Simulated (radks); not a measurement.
The numbers below are computed, except where a source is named.
Ionisation of Mo6+, [Kr], to Mo7+, [Ar] 3d10 4s2 4p5, under several functionals. Dirac Kohn-Sham, spin-unpolarised, spherical densities, finite nucleus; open shells fill j = l - 1/2 first; a radial shooting solver on a logarithmic mesh with Libxc functionals. Known Delta-SCF values: LDA (Slater exchange, Perdew-Wang correlation) 125.75 eV; BP86 125.73 eV. What does exchange-only B88 give, and what is its highest occupied eigenvalue?

Answer. 124.23 eV by Delta-SCF; the 4p3/2 eigenvalue is -114.82 eV. NIST: 125.64 eV (semi-empirical).

Beside tabulated values, note that spin-unpolarised runs miss the spin-polarisation part of the exchange energy of open shells.
